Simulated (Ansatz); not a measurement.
Reaction (cleavage of the Si–Si bond): `O[Si@H](F)[Si@@H](O)F` + H–F → `O[SiH](F)F` + `O[SiH2]F`

Isolated molecules relaxed with PBE0-D4/def2-TZVP in Ansatz; ΔE leaves out vibrations. CBS: MP2 limit from def2 TZ/QZ plus the TZ coupled-cluster correction, frozen cores. This one scheme is used for every species. DFT in def2-TZVPP. B3LYP here is the variant with VWN-RPA as its local correlation; programs differ in this. Each species was taken in one conformer, which may not be the lowest.

CCSD(T)/CBS gives -189.9 kJ/mol.

**Question.** Another level gave -188.7 kJ/mol. Which?
A. PBE-D4/def2-TZVPP
B. B3LYP-D4/def2-TZVPP
C. r2SCAN-D4/def2-TZVPP
D. ωB97M-V/def2-TZVPP

**Answer.** C. r2SCAN-D4 -188.7, B3LYP-D4 -184.5, PBE-D4 -160.4, ωB97M-V -193.9 kJ/mol.

Largest T1 diagnostic among the species: 0.013.

From PBE to PBE0 (25 % exact exchange), in def2-TZVPP and without D4, ΔE moves by −10.5 kJ/mol. The D4 term adds +10.0 kJ/mol with B3LYP and +5.7 kJ/mol with PBE0; it sums over pairs of atoms, weighted by their polarisabilities, and B3LYP, whose exchange is more repulsive, gets the larger term.

CCSD(T)/CBS has its own doubt, a few kJ/mol and more with outer-core shells, so smaller differences from it don't rank the levels.
